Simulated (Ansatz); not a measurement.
**Which is lower?**

The two ends of one reaction step of SiH4BrClO, singlet (PBE0-D4/def2-TZVP).

A:

```
8
angstrom
Si -0.6933 -0.7149 0.5752
Br 1.4825 -0.8421 1.1243
H -0.8451 -1.6307 -0.5766
H -1.4644 -1.1383 1.7575
O -1.1168 0.8172 0.2387
H 1.8493 0.7337 -0.8423
Cl 1.4478 1.5122 -1.7930
H -0.6599 1.2629 -0.4836
```

B:

```
8
angstrom
Si -0.6606 0.1610 0.0774
Br 2.7720 -1.8579 0.7132
H -0.6172 -1.0978 -0.6976
H -0.4859 -0.0315 1.5265
O -2.0635 0.9678 -0.1216
H 2.4916 -0.5886 0.1256
Cl 0.9320 1.2900 -0.6128
H -2.3682 1.1569 -1.0105
```

Program: Ansatz 0.2.0. Basis: def2-TZVPP. Cores are frozen in the correlated methods. Filled d shells of the heavier atoms are correlated. The def2 sets are not built for correlating such inner shells, so the correlated values are less sure here. B3LYP uses VWN-RPA correlation.

Problem. Which structure is lower at CCSD(T), and by how much? (Judge from chemistry; the value comes from the calculation.)

Solution. By the calculation: A, by 0.040 eV (electronic energy, against the other); a gap this small isn't resolved in one triple-zeta basis. By their contacts, A is a complex of SiH₃BrO ([OH][SiH2][Br]) + HCl and B is a complex of SiH₃ClO ([OH][SiH2][Cl]) + HBr.

Problem. Do the other methods give the same order? (A judgement: the text doesn't fix the answer.)

Solution. Computed: Not all: HF gives the other order.

| method | E(B) − E(A) (eV) |
| --- | --- |
| SPW92 | 0.144 |
| PBE-D4 | 0.097 |
| BLYP-D4 | 0.068 |
| r2SCAN-D4 | 0.067 |
| B97M-V | 0.026 |
| PBE0-D4 | 0.082 |
| B3LYP-D4 | 0.059 |
| r2SCAN0-D4 | 0.064 |
| BHLYP-D4 | 0.049 |
| CAM-B3LYP-D4 | 0.041 |
| wB97X-V | 0.043 |
| wB97M-V | 0.051 |
| B2PLYP | 0.035 |
| PBE-QIDH | 0.061 |
| RPA on PBE | 0.018 |
| HF | -0.036 |
| MP2 | 0.055 |
| CCSD | 0.026 |
| CCSD(T) | 0.040 |

The T1 diagnostic stays at or below 0.009.

Labels in which every atom is bracketed show which atoms are joined, not bond orders.

For scale, one of the runs: CCSD(T)/def2-TZVPP, 219 basis functions, launched by `ansatz run in.yaml --threads 4 --pin off --events-out ev --progress --plain --max-ram 9574MiB`. The run took 120 s on 4 CPU threads of an Arm Neoverse V1 (shared host), with 3.2 GiB of host memory at its peak.
